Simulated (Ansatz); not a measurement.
One change: `[NH2][Ga]([Cl])[Cl]` becomes `[Cl][Ga]([Cl])[Br]`.

Ansatz, PBE0-D4/def2-TZVP geometries, multiplicity 1. Each molecule was computed in one conformer, which needn't be the lowest.

Scalar relativity is left out up to krypton. Spin–orbit coupling is left out; it splits and shifts lone-pair levels of the heavy atoms by tenths of an eV.

| property | `[NH2][Ga]([Cl])[Cl]` |
| --- | --- |
| LUMO energy (B3LYP/def2-TZVPP) / eV | -1.35 |
| size of the dipole moment (ωB97M-V/def2-TZVPP) / D | 2.57 |
| HOMO–LUMO gap (PBE/def2-TZVPP) / eV | 4.69 |
| LUMO energy (PBE0/def2-TZVPP) / eV | -1.01 |
| HOMO–LUMO gap (PBE0/def2-TZVPP) / eV | 7.05 |
| LUMO energy (PBE/def2-TZVPP) / eV | -1.96 |

(1) Give the same properties after the change, and the shifts. (Estimate.)

Results:

(1) The calculation gave: 
```tsv
property	`[Cl][Ga]([Cl])[Br]`	shift
LUMO energy (B3LYP/def2-TZVPP) / eV	-2.36	-1.01
size of the dipole moment (ωB97M-V/def2-TZVPP) / D	0.28	-2.29
HOMO–LUMO gap (PBE/def2-TZVPP) / eV	4.72	0.03
LUMO energy (PBE0/def2-TZVPP) / eV	-2.04	-1.03
HOMO–LUMO gap (PBE0/def2-TZVPP) / eV	6.97	-0.08
LUMO energy (PBE/def2-TZVPP) / eV	-2.96	-1.00
```

With PBE0 the HOMO falls by 0.94 eV and the LUMO falls by 1.03 eV, so the gap narrows by about 0.09 eV. PBE moves the HOMO by -1.03 eV and ωB97M-V by -0.79 eV. The zero-point energy changes by -63.6 kJ/mol with -6 modes. Dipoles are sizes alone; their direction can turn.

B3LYP here is the variant with VWN-RPA as its local correlation; programs differ in this.
